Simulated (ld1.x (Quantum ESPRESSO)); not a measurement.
## Sr (Z = 38): PAW pseudisation with BLYP, scalar-relativistic reference atom.

strontium, PAW, made with ld1.x (Quantum ESPRESSO) 7.5 (BLYP, scalar-relativistic). Core [Ar] 3d10, reference 4s2 4p6 4d1 5s1 5p0. Waves: 4s (bound): rcut 2.05, rcutus 2.80 bohr; 5s (bound): rcut 2.05, rcutus 2.80 bohr; 4p (bound): rcut 2.35, rcutus 3.25 bohr; 5p (bound, empty): rcut 2.35, rcutus 3.25 bohr; 4d (bound): rcut 2.05, rcutus 2.80 bohr; 4d channel at 1.45 Ry: rcut 2.05, rcutus 2.80 bohr. Local part: all-electron potential smoothed inside 3.15 bohr (lloc = -1). Core correction: a·sin(br)/r model core, default radius (ld1.x builds one for every PAW set, though the input has nlcc=.false.). Augmentation charge: BESSEL, radius 2.05 bohr.

Q: Estimate the cutoffs (Ry, on a coarse ladder) from which the occupation-weighted sum of valence levels, in a spherical-Bessel basis at the reference potential, stays within 10 and 1 mRy of its value at 400 Ry.

A: 10 Ry and 15 Ry.

Q: What does a ghost test show?

A: No extra level below or beside the all-electron valence levels (s, p, d, f tested).

Q: Is the overlap operator S = 1 + Σ q|β⟩⟨β| positive definite (Bessel basis up to 400 Ry)?

A: Yes: its lowest eigenvalue is 0.10 (p channel).

Test run stopped at test 1 of 7 (negative rho).
